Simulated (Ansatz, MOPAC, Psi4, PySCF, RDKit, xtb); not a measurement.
Two geometries of C7H9N, SMILES Nc1ccc(cc1)C, relaxed at B3LYP-D3(BJ)/def2-SVP with one dihedral held; other torsions can differ between them too.

Structure A

```
17

C     -2.7146     0.1037     0.0524
C     -1.2078     0.0626    -0.0009
C     -0.4323     1.1588     0.4078
C      0.9602     1.1211     0.3846
C      1.6413    -0.0377    -0.0318
N      3.0383    -0.0485    -0.1158
C      0.8711    -1.1373    -0.4483
C     -0.5228    -1.0804    -0.4359
H     -3.1639    -0.5267    -0.7306
H     -3.0951     1.1286    -0.0787
H     -3.0955    -0.2625     1.0225
H     -0.9317     2.0732     0.7417
H      1.5364     2.0007     0.6841
H      3.5065     0.3694     0.6838
H      3.4253    -0.9708    -0.2932
H      1.3739    -2.0471    -0.7894
H     -1.0917    -1.9535    -0.7690
```

Structure B

```
17

C     -2.7154     0.1029     0.0605
C     -1.2089     0.0623    -0.0009
C     -0.4341     1.1612     0.4032
C      0.9583     1.1247     0.3624
C      1.6356    -0.0361    -0.0474
N      3.0500    -0.0239    -0.1355
C      0.8661    -1.1341    -0.4628
C     -0.5290    -1.0796    -0.4457
H     -3.1691    -0.5177    -0.7276
H     -3.0962     1.1295    -0.0536
H     -3.0880    -0.2767     1.0285
H     -0.9342     2.0764     0.7337
H      1.5442     2.0039     0.6407
H      3.4902    -0.0613     0.7845
H      3.3863    -0.8413    -0.6426
H      1.3695    -2.0434    -0.8047
H     -1.1007    -1.9501    -0.7803
```

### Question
Which is lower in energy at the level CCSD(T) on RHF/cc-pVDZ, frozen core // B3LYP-D3(BJ)/def2-SVP in Ansatz (a quantum-chemistry and plane-wave program), and by how much?

### Answer
A is lower, by 5.19 kJ/mol (dihedral C4–C5–N6–H14: 45° in A, 75° in B).

E(B) − E(A) in kJ/mol at the other levels, on the same two geometries: MMFF94 // B3LYP-D3(BJ)/def2-SVP (RDKit) 13.35; B3LYP/def2-TZVP // B3LYP-D3(BJ)/def2-SVP (Psi4) 9.07; B3LYP-D3(BJ)/def2-TZVP // B3LYP-D3(BJ)/def2-SVP (Psi4) 9.06; PBE/def2-TZVP // B3LYP-D3(BJ)/def2-SVP (Psi4) 9.93; PBE-D3(BJ)/def2-TZVP // B3LYP-D3(BJ)/def2-SVP (Psi4) 9.92; wB97M-V/def2-TZVP // B3LYP-D3(BJ)/def2-SVP (Psi4) 7.70; RHF/cc-pVDZ // B3LYP-D3(BJ)/def2-SVP (Ansatz) 5.72; MP2 on RHF/cc-pVDZ, frozen core // B3LYP-D3(BJ)/def2-SVP (Ansatz) 6.00; CCSD on RHF/cc-pVDZ, frozen core // B3LYP-D3(BJ)/def2-SVP (Ansatz) 5.12; RHF/cc-pVTZ // B3LYP-D3(BJ)/def2-SVP (Ansatz) 6.64; MP2 on RHF/cc-pVTZ, frozen core // B3LYP-D3(BJ)/def2-SVP (Ansatz) 6.93; UFF // B3LYP-D3(BJ)/def2-SVP (RDKit) 17.95; PM7, restricted, heats of formation // B3LYP-D3(BJ)/def2-SVP (MOPAC) 9.54; AM1, restricted, heats of formation // B3LYP-D3(BJ)/def2-SVP (MOPAC) 6.94; GFN1-xTB // B3LYP-D3(BJ)/def2-SVP (xtb) 10.55; restricted B3LYP/6-31G*, spherical d, density fitting // B3LYP-D3(BJ)/def2-SVP (PySCF) 8.60; restricted Hartree-Fock/6-31G*, spherical d, density fitting // B3LYP-D3(BJ)/def2-SVP (PySCF) 5.99; restricted Hartree-Fock/STO-3G // B3LYP-D3(BJ)/def2-SVP (PySCF) 6.02; restricted B3LYP/3-21G // B3LYP-D3(BJ)/def2-SVP (PySCF) 12.43.
